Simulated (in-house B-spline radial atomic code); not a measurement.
A fraction x of an electron is removed from 4f in Nd³⁺, starting from [Xe] 4f3 and keeping the highest spin. All numbers are computed (scalar-relativistic (X2C) TPSS, spin-polarised, spherical fractional occupations; Fermi nucleus of rms radius 4.9123 fm) with a radial B-spline atomic code at the basis-set limit, not measured.

```
   x  E(x) - E(0) (eV)  4f up level (eV)
   0            0.0000           -31.496
0.09            2.9061           -33.089
0.24            8.0713           -35.789
0.27            9.1532           -36.335
0.41           14.4200           -38.913
 0.5           17.9977           -40.594
0.55           20.0509           -41.536
0.72           27.3869           -44.780
0.77           29.6501           -45.746
0.99           40.1869           -50.060
```
